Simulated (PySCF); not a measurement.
Ni⁺: excitation energy

Ni⁺ [Ar] 3d9 (2D) → Ni⁺ [Ar] 3d8 4p1 (high-spin determinant), as a difference of total energies. All numbers are calculated (PySCF 2.14, the spin-free X2C one-electron Hamiltonian (Gaussian nucleus), in aug-cc-pVDZ-DK). Correlated levels: valence: [Ar] frozen. The calculations carry no spin-orbit coupling.

```
           method  excitation energy (eV)
              UHF                   4.179
              LDA                   7.042
             PBE0                   6.145
           r2SCAN                   5.819
             MN15                   7.170
          r2SCAN0                   5.650
        BHandHLYP                   5.778
    MP2 (valence)                   6.823
SCS-MP2 (valence)                   6.629
```

How much does correlation contribute at MP2 (valence)?

6.823 − (4.179) = 2.644 eV, measured against UHF.

A first-order spin-orbit estimate (lowest level to lowest level, LS coupling) adds -0.027 eV.

The determinant of the upper state mixes LS terms, which raises its energy above the lowest term, most at the Hartree-Fock and MP2 levels.
